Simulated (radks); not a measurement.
Task: Species: Tm0.8+. Configuration: [Ar] 3d10 4s2 4p(up 3, down 2.2) 4d10 4f13 5s2 5p6 6s2 (fractional occupations, a model configuration). Method: scalar-relativistic Kohn-Sham, PBE, spin-polarised, spherical densities, point nucleus; open shells are filled with parallel spins first (spin-orbit coupling, left out, can overturn this in heavy ions); computed with a radial shooting solver on a logarithmic mesh with Libxc functionals. Some entries of the table are withheld. Estimate them.

| orbital | occ. | eigenvalue (hartree) | <r> (bohr) |
|---|---|---|---|
| 1s up | 1 | -2179.741 | 0.02001 |
| 1s down | 1 | -2179.723 | 0.02001 |
| 2s up | 1 | -368.3051 | 0.08486 |
| 2s down | 1 | -368.2948 | 0.08486 |
| 2p up | 3 | -325.2543 | 0.07540 |
| 2p down | 3 | -325.2384 | 0.07540 |
| 3s up | 1 | -83.22014 | 0.2209 |
| 3s down | 1 | -83.18866 | 0.2209 |
| 3p up | 3 | -70.18450 | 0.2203 |
| 3p down | 3 | -70.15114 | 0.2202 |
| 3d up | 5 | -54.10408 | 0.1998 |
| 3d down | 5 | -54.07518 | 0.1997 |
| 4s up | 1 | -16.84784 | 0.4970 |
| 4s down | 1 | -16.76593 | 0.4972 |
| 4p up | 3 | -12.55664 | 0.5272 |
| 4p down | 2.2 | -12.47747 | 0.5276 |
| 4d up | 5 | -6.85850 | 0.5689 |
| 4d down | 5 | -6.78497 | 0.5698 |
| 5s up | 1 | -2.35557 | (1) |
| 5s down | 1 | -2.33598 | (2) |
| 5p up | 3 | (3) | 1.430 |
| 5p down | 3 | (4) | 1.436 |
| 4f up | 7 | -0.61444 | 0.7474 |
| 4f down | 6 | -0.55697 | 0.7599 |
| 6s up | 1 | -0.34211 | 3.431 |
| 6s down | 1 | -0.34065 | 3.442 |

Result: 
(1) 5s up <r> (bohr): 1.210
(2) 5s down <r> (bohr): 1.214
(3) 5p up eigenvalue (hartree): -1.34848
(4) 5p down eigenvalue (hartree): -1.33542
